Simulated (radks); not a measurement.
Task: These are the eigenvalues of the occupied orbitals of an atom or ion with whole-number occupations (Ry). Calculated with a radial shooting solver on a logarithmic mesh with Libxc functionals: Dirac Kohn-Sham, B86b exchange with PBE correlation, spin-unpolarised, spherical densities, point nucleus.

| orbital | eigenvalue |
|---|---|
| 1s1/2 | -6653.735 |
| 2s1/2 | -1194.318 |
| 2p1/2 | -1147.281 |
| 2p3/2 | -976.7229 |
| 3s1/2 | -288.2035 |
| 3p1/2 | -266.9933 |
| 3p3/2 | -228.8032 |
| 3d3/2 | -194.1396 |
| 3d5/2 | -186.0464 |
| 4s1/2 | -66.10186 |
| 4p1/2 | -56.88441 |
| 4p3/2 | -47.47444 |
| 4d3/2 | -32.50987 |
| 4d5/2 | -30.75419 |
| 5s1/2 | -11.49822 |
| 4f5/2 | -11.33870 |
| 4f7/2 | -10.93523 |
| 5p1/2 | -8.30655 |
| 5p3/2 | -6.49577 |
| 5d3/2 | -2.05723 |
| 5d5/2 | -1.83757 |
| 6s1/2 | -1.01939 |
| 6p1/2 | -0.40976 |
| 6p3/2 | -0.27376 |

Which element is it, and in what charge state? The configuration may be excited. Open shells, if any, fill j = l - 1/2 first.

Result: Z = 83, bismuth, charge 0: Bi in [Hg] 6p3. The list shows which subshells hold electrons but not how many an open one holds; the 1s level, -3326.9 hartree, gives Z - s = 81.6 by -(Z - s)^2/2, which with screening and relativity narrows Z to a few neighbours, and the depths of the outer levels then fix element, charge and occupations together.
